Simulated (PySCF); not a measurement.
**Computed spin Hamiltonian**

Species: C₈H₆FN (charge +1 and doublet state).
Geometry (GFN2-xTB, Å), atoms numbered from 1 in this order:
```xyz
16
C8H6FN angstrom
C      0.1611    2.1119   -3.2163
C      0.1137    1.4471   -2.2063
C      0.0549    0.6842   -1.0395
C     -0.4857    1.2436    0.1491
C     -0.5517    0.5105    1.2977
C     -0.0841   -0.8313    1.3315
N     -0.1312   -1.5768    2.4272
C      0.4558   -1.3699    0.1165
F      0.8864   -2.6286    0.1614
C      0.5300   -0.6440   -1.0371
H      0.2016    2.6887   -4.0972
H     -0.8444    2.2615    0.1259
H     -0.9632    0.9378    2.1996
H     -0.5043   -1.2122    3.2923
H      0.2086   -2.5309    2.4156
H      0.9452   -1.0825   -1.9318
```

The hyperfine couplings belong to this conformer and change with its torsions.

As a line formula: `C#Cc1ccc([NH2+])c(F)c1` [radical] (charge +1).

Level of theory: UKS B3LYP, pcH-1 on C F H N, non-relativistic, mean-field spin-orbit, GIAO (PySCF 2.14.0). Geometry: GFN2-xTB, one conformer, isolated ion. The geometry wasn't refined by DFT: couplings that depend on bond lengths, twists or pyramidal angles can differ widely from those at the functional's own minimum, by a factor of two or more for some ions and for spin on atoms past the first row. The SCF solution wasn't tested for stability.

| Item | Value |
| --- | --- |
| g1, g2, g3 | 2.00212, 2.00356, 2.00370 |
| g_iso | 2.00313 |
| Form of g | close to axial: the two nearest values differ by 9 % of g3 − g1 |
| ⟨S²⟩ | 0.7689 (exact 0.7500) |
| α and β electrons | 35, 34 |
| Basis functions | 310 |

Isotropic coupling and dipolar principal values T1 to T3, in MHz:

| atom | isotope | a_iso | T1 | T2 | T3 | Mulliken spin population |
| --- | --- | --- | --- | --- | --- | --- |
| C1 | 13C | 23.8 | -26.6 | -21.3 | 47.9 | 0.31 |
| C2 | 13C | -30.0 | -4.4 | -3.8 | 8.3 | -0.09 |
| C3 | 13C | 24.2 | -24.0 | -23.1 | 47.1 | 0.29 |
| C4 | 13C | -10.9 | -0.7 | -0.4 | 1.1 | -0.02 |
| C5 | 13C | 3.5 | -8.2 | -7.4 | 15.5 | 0.09 |
| C6 | 13C | -7.8 | -11.5 | -9.3 | 20.8 | 0.11 |
| N7 | 14N | 12.1 | -14.3 | -14.2 | 28.5 | 0.28 |
| C8 | 13C | 11.4 | -14.9 | -13.7 | 28.6 | 0.15 |
| F9 | 19F | 27.1 | -59.1 | -51.9 | 111.0 | 0.02 |
| C10 | 13C | -18.5 | -10.8 | 5.1 | 5.7 | -0.09 |
| H11 | 1H | -24.9 | -11.5 | -2.0 | 13.5 | -0.01 |
| H12 | 1H | -0.7 | -2.3 | -1.2 | 3.5 | 0.00 |
| H13 | 1H | -7.7 | -3.8 | -2.3 | 6.1 | 0.00 |
| H14 | 1H | -22.2 | -16.1 | -4.4 | 20.5 | -0.01 |
| H15 | 1H | -22.1 | -15.4 | -4.6 | 20.0 | -0.01 |
| H16 | 1H | 4.1 | -2.4 | -0.3 | 2.7 | 0.00 |

The largest Mulliken spin populations are on C1 (+0.31), C3 (+0.29), N7 (+0.28) and C8 (+0.15). The positive populations add up to 1.24 and the negative ones to -0.24, together 2S = 1.

The SMILES `C#Cc1ccc([NH2+])c(F)c1` draws the unpaired electron on N7, whose computed spin population is only +0.28.

Axes: g1 is normal to the molecular plane and g3 points within 7° of the N7–H14 bond.

Under fast tumbling the dipolar parts average out, and these isotropic splittings remain (the largest six): 1 × 19F (F9, I = 1/2, 2 lines) with 0.96 mT, 1 × 1H (H11, I = 1/2, 2 lines) with 0.89 mT, 1 × 1H (H14, I = 1/2, 2 lines) with 0.79 mT, 1 × 1H (H15, I = 1/2, 2 lines) with 0.79 mT, 1 × 14N (N7, I = 1, 3 lines) with 0.43 mT and 1 × 1H (H13, I = 1/2, 2 lines) with 0.28 mT.

H14 and H15 aren't averaged: N7 is flat or nearly so (angle sum 360°), and its turn about the short N7–C6 bond (1.33 Å) is taken as slow.

The 13C coupling of C2 (-30.0 MHz) shows only in satellite lines or after enrichment, since that isotope makes up about 1.07 % of natural carbon.

Examples of negative spin density at the nucleus (bohr⁻³): C2 (-0.0267), C10 (-0.0165) and C4 (-0.0097).
